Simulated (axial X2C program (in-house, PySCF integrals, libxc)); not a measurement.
## SnCl at several levels of theory

Computed with an axial X2C code built on PySCF integrals. Spin-free means the one-electron spin-free X2C Hamiltonian; two-component (2c) means X2C with spin–orbit coupling and atomic mean-field two-electron Coulomb and Gaunt terms, so the difference of the two also holds small scalar two-electron terms. Basis: Sn dyall-cv3z [11s12p9d4f1g], Cl dyall-av3z [9s8p3d2f] (cores contracted in-house); Gaussian nuclei, density fitting, unrestricted open shells. Masses: Sn 119.902 u, Cl 34.969 u.

The run was started with this input:
```json
{
 "zs": [
  50,
  17
 ],
 "q": 0,
 "bas": [
  "dyall-cv3z",
  "dyall-av3z"
 ],
 "levels": [
  "PBE0",
  "HF",
  "B3LYP"
 ],
 "cc": true,
 "r0": 2.39,
 "thr": -2.0,
 "nmax": 110,
 "npts": 10,
 "nst": 2,
 "ntry": 8
}
```
```bash
python so2c.py task.json out
```

Keys: zs atomic numbers; q charge; bas basis sets; levels methods; cc coupled cluster on or off; r0 starting distance in Å; thr threshold in hartree for freezing inner shells (an s shell follows its p shell); nmax most natural virtual spinors; npts points on the curve; nst determinants followed; ntry starts of the search. HF also brings MP2.

State, spin-free: M_S = 1/2, Λ = 1 (beyond evenly filled blocks: π+α); electrons by block: σα: 15, σβ: 15, π+α: 8, π+β: 7, π-α: 7, π-β: 7, δ+α: 2, δ+β: 2, δ-α: 2, δ-β: 2. Fragments: Sn + Cl.

State, 2c: Ω = 1/2 (⟨Sz⟩ = -0.50, ⟨Lz⟩ = 1.00 at PBE0); electrons by block: 1/2: 23, -1/2: 22, 3/2: 9, -3/2: 9, 5/2: 2, -5/2: 2. Fragments: Sn + Cl.

| Hamiltonian | level | Re (Å) | ωe (cm⁻¹) | ωexe (cm⁻¹) | Be (cm⁻¹) | αe (cm⁻¹) | De (eV) | D0 (eV) | k (mdyn/Å) | μ (D) |
| --- | --- | --- | --- | --- | --- | --- | --- | --- | --- | --- |
| spin-free | PBE0 | 2.373 | 346.7 | 1.06 | 0.1106 | 0.000484 | 3.91 | 3.88 | 1.92 | -2.61 |
| spin-free | HF | 2.389 | 343.3 | 1.06 | 0.1091 | 0.000483 | 2.56 | 2.54 | 1.88 | -2.98 |
| spin-free | MP2 | 2.368 | 349.8 | 1.03 | 0.1111 | 0.000478 | 3.92 | 3.89 | 1.95 | n/a |
| spin-free | CCSD | 2.377 | 347.8 | 1.04 | 0.1102 | 0.000465 | 3.80 | 3.78 | 1.93 | n/a |
| spin-free | B3LYP | 2.401 | 332.0 | 1.04 | 0.108 | 0.000485 | 3.87 | 3.85 | 1.76 | -2.81 |
| 2c | PBE0 | 2.377 | 344.2 | 1.06 | 0.1102 | 0.000486 | n/a | n/a | 1.89 | -2.69 |
| 2c | HF | 2.393 | 340.7 | 1.07 | 0.1087 | 0.000487 | n/a | n/a | 1.85 | -3.06 |
| 2c | MP2 | 2.371 | 347.3 | 1.03 | 0.1107 | 0.000481 | n/a | n/a | 1.92 | n/a |
| 2c | B3LYP | 2.405 | 329.2 | 1.05 | 0.1077 | 0.000488 | n/a | n/a | 1.73 | -2.89 |

Correlated methods: 21 electrons correlated (number of frozen shells: Sn 4 s, 3 p, 1 d; Cl 2 s, 1 p), 257 virtual spin orbitals or spinors in MP2.

Dipoles are positive if Cl is the positive end.

Occupations by symmetry block were frozen at the best pattern of an incomplete PBE0 search. Dissociation energies refer to the lowest single-determinant-based atoms at the same level and basis. De is not given where an atomic determinant may have missed its ground term or J level, or where the truncated virtual space spoils (T). Density functionals use the spin component along the axis (collinear). CCSD ran in a truncated set of natural virtual spinors with an MP2 remainder; without triples it tends to underbind. Without a current term, density functionals place determinants with orbital angular momentum somewhat too high.

No reliable constants came from CCSD (2c), CCSD(T) (2c), CCSD(T) (spin-free): no minimum in range, unconverged points, a curve that is not smooth, a change of character along it, or the two Hamiltonians disagreeing along it.

Rough cost a point (2c) on 1 thread(s) of a shared host, integrals apart: PBE0 0.7 s, HF 0.5 s, B3LYP 0.7 s.

The whole task took 9.5 min on 1 thread of Intel(R) Xeon(R) Processor @ 2.30GHz, with other jobs on the host.
